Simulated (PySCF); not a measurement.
C6H6O2.
Structure used (PBE0-D3(BJ)/def2-SVP), in Å, numbered top down from 1:
```
atom  x, y, z in Å
C1    -2.858    1.752    0.176
C2    -2.424    0.634   -0.018
C3    -1.942   -0.681   -0.236
C4    -0.642   -0.997   -0.384
O5     0.329   -0.077   -0.338
C6     1.646   -0.516   -0.514
C7     2.566    0.674   -0.367
O8     3.758    0.590   -0.459
H9    -3.236    2.743    0.347
H10   -2.665   -1.499   -0.287
H11   -0.329   -2.035   -0.548
H12    1.935   -1.277    0.237
H13    1.804   -0.961   -1.515
H14    2.034    1.639   -0.167
```

Linear response at CAM-B3LYP/def2-SVPD (PySCF, frozen core in the response, non-relativistic).

Static isotropic polarisability: 83.61 au (12.39 Å³), principal values 52.0, 78.4, 120.4 au.

What is the polarisability at 1064 nm and at the sodium D line?

84.78 au at 1064 nm (+1.4 %), 87.72 au at 589.3 nm (+4.9 %). The rise at 589.3 nm is 3.52 times that at 1064 nm; a pure ω² law gives 3.26. The lowest singlet lies at 290 nm, shorter than both wavelengths.

What is the isotropic C6 coefficient between two such molecules, C6 = (3/π)∫α(iω)² dω?

2581 au (Eh·bohr⁶) by a ten-point quadrature over imaginary frequencies, which is 1540 eV·Å⁶ or 149 J·nm⁶/mol.

Which effective excitation energy ω̄ makes London's formula C6 = (3/4)α²ω̄ exact here?

ω̄ = 4·C6/(3α²) = 0.492 Eh = 13.4 eV. A one-pole form α(ω) = α/(1 − ω²/ω̄²) fitted to the 1064 nm value gives 9.9 eV.

What three-body coefficient follows from the one-pole estimate C9 = (3/4)·α·C6?

162000 au. This is an estimate from the two numbers above, not a computed integral.

How many electrons N does the Slater–Kirkwood formula C6 = (3/4)·√N·α^(3/2) need to give this C6?

N = (4·C6/3)²/α³ = 20.3; the species has 58 electrons in all.

How anisotropic is the static polarisability, by Δα² = ½[(α1 − α2)² + (α2 − α3)² + (α3 − α1)²]?

Δα = 59.7 au, or 0.71 of the isotropic value.

The lowest 6 singlets have (eV, f): 4.27, 0.000; 5.17, 0.283; 5.52, 0.000; 5.70, 0.114; 5.75, 0.003; 6.44, 0.006. What share of the static polarisability do they carry in the sum over states α = Σ f/ω²?

10.61 au, 12.7 % of α; the largest term, 7.83 au, is that of the state at 5.17 eV. Their oscillator strengths add up to 0.41. Higher states carry the rest.

What n − 1 at the D line would an ideal gas of it have at 273.15 K and 1 atm (2.6868 × 10¹⁹ cm⁻³), by n − 1 = 2π·N·α′?

21.94 × 10⁻⁴, a formal value whether or not that pressure can be reached.

What molar refraction at the D line follows from R = (4π/3)·N_A·α′, with α′ the polarisability volume?

α′ = 13.00 Å³ gives R = 32.79 cm³/mol, for isolated, non-vibrating species.

One conformer stands for the species.
